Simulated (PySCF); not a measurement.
## Correlation energy of P³⁺ (phosphorus, charge +3)

[Ne] 3s2, closed-shell 1S. All numbers are calculated (PySCF 2.14, scalar relativity by spin-free X2C-1e, in x2c-TZVPPall). Frozen: 1s2; 10 electrons correlated.

```tsv
level	correlation energy (mhartree)
CCSD	-207.20
(T)	-1.85
CCSD(T)	-209.05
```

Diagnostics: T1 = 0.0036, D1 = 0.0098, largest double amplitude 0.106.

Cost of the coupled-cluster step: about 0.8 core-seconds, for 10 correlated electrons.

This basis was not built for core-valence correlation, so the inner-shell part is incomplete.
